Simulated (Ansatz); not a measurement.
Total energies of `C#Cc1ccc(C#Cc2ccc(C#Cc3ccc(C#Cc4ccc(C#Cc5ccc(C#Cc6ccc(C#Cc7ccc(C#Cc8ccccc8)cc7)cc6)cc5)cc4)cc3)cc2)cc1` from Ansatz at PBE-D4/def2-TZVP, gas phase (1 Eh = 27.2114 eV = 2625.5 kJ/mol). The reference geometry is relaxed at PBE-D4/def2-SVP.

| state | geometry | energy (Eh) |
| --- | --- | --- |
| charge 0 singlet | reference | -2456.73975 |
| charge 1 doublet | reference | -2456.52414 |
| charge -1 doublet | reference | -2456.83007 |
| free C atom (triplet) | – | -37.79597 |
| free H atom (doublet) | – | -0.49962 |

Single mean-field runs in def2-TZVP are fitted with def2-universal-jkfit.

Q: Work out the vertical ionisation energy to the doublet.

A: E(charge 1 doublet) − E(charge 0 singlet) = -2456.52414 − (-2456.73975) = 0.21561 Eh = 5.87 eV. For comparison, −ε of the highest occupied level is 4.97 eV at this level, 0.90 eV less.

Q: Work out the vertical electron affinity, to the doublet.

A: E(charge 0 singlet) − E(charge -1 doublet) = -2456.73975 − (-2456.83007) = 0.09032 Eh = 2.46 eV. The basis lacks diffuse functions, which makes affinities too small.

Q: Give the fundamental gap IE − EA, the Mulliken electronegativity (IE + EA)/2 and the hardness (IE − EA)/2.

A: From the values in Eh: IE − EA = 0.21561 − 0.09032 = 0.12529 Eh = 3.41 eV; (IE + EA)/2 = 4.16 eV; (IE − EA)/2 = 1.70 eV. The HOMO–LUMO gap of the same run is 1.70 eV, 1.71 eV smaller than the fundamental gap.

Q: What is the binding energy per atom against free atoms?

A: Atoms: 64 × (-37.79597) + 34 × (-0.49962) = -2435.92916 Eh. Binding: -2435.92916 − (-2456.73975) = 20.81059 Eh = 566.29 eV, or 5.78 eV for each of 98 atoms (no zero-point energy, no counterpoise term).
